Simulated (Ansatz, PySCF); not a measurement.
H₈N₂Si₂ (SMILES N[SiH2][SiH2]N), singlet, at the geometry of the source list, with bond 5-1 at 2.4 times its length. Base run: CASSCF(4,3)/STO-3G run with PySCF.

PySCF was given this input:
```python
from pyscf import gto, scf, mcscf
import numpy

mol = gto.Mole()
mol.atom = '''
    Si    1.120500   -0.476300   -0.603700
    N     1.683200    0.902700    0.281100
    Si   -1.058200   -0.873400    0.047500
    N    -1.989400    0.483400    0.587700
    H     3.432180   -2.963660    0.321740
    H     1.283000   -0.308700   -2.065700
    H     1.196400    1.779800    0.174000
    H     2.672800    1.080500    0.325500
    H    -1.874700   -1.398500   -1.051700
    H    -1.148400   -1.800800    1.181500
    H    -2.273100    1.174000   -0.089500
    H    -1.695800    0.950100    1.431400
'''
mol.basis = 'sto-3g'
mol.charge = 0
mol.spin = 0
mol.verbose = 4
mol.build()

mf = scf.RHF(mol)
mf.kernel()
mc = mcscf.CASSCF(mf, 3, 4)
mc.fix_spin_(ss=0.0)
mc.kernel()
occ = numpy.linalg.eigvalsh(mc.fcisolver.make_rdm1(mc.ci, mc.ncas, mc.nelecas))[::-1]
ss = mc.fcisolver.spin_square(mc.ci, mc.ncas, mc.nelecas)[0]
print('natural occupations', occ.round(4), ' <S^2>', round(ss, 4))
```

Programs used: Ansatz (a program for electronic structure), PySCF; a row that names a program was run with it.

Each row names what was changed in the base input (with any setting that the change needs).

| change | ΔE vs base (kcal/mol) | natural occupations | <S^2> of the state | outcome |
|---|---|---|---|---|
| base | 0.000 | 2.00 1.14 0.86 | 0.00 | converged |
| fix_spin_ = off | 0.000 | 2.00 1.14 0.86 | 0.00 | converged |
| orbitals = fixed (CASCI); correction = SC-NEVPT2 | -98.3 | 2.00 1.15 0.85 | 0.00 | converged |
| solver = newton | 0.006 | 2.00 1.14 0.86 | 0.00 | converged |
| code = ansatz | 0.011 | - | - | converged |
| conv_tol = 1e-5 | 0.006 | 2.00 1.14 0.86 | 0.00 | converged |
| start = MP2 natural orbitals | 0.000 | 2.00 1.14 0.86 | 0.00 | converged |
| code = ansatz; correction = SC-NEVPT2, all electrons | -97.5 | - | - | converged |
| active space = 6 electrons, 7 orbitals | - | - | - | not converged |
| state_average = 2 states | 10.40 | - | - | converged |
| active space = 10 electrons, 9 orbitals | -27.06 | 2.00 1.99 1.98 1.97 1.14 0.86 0.03 0.02 0.02 | 0.00 | converged |

Active orbitals are taken around the Fermi level unless the row says otherwise; CASSCF can end in different local minima, and two programs can end on different orbitals. State-averaged rows give the lowest state.

Ansatz warned in this series: the state or the total is in doubt.
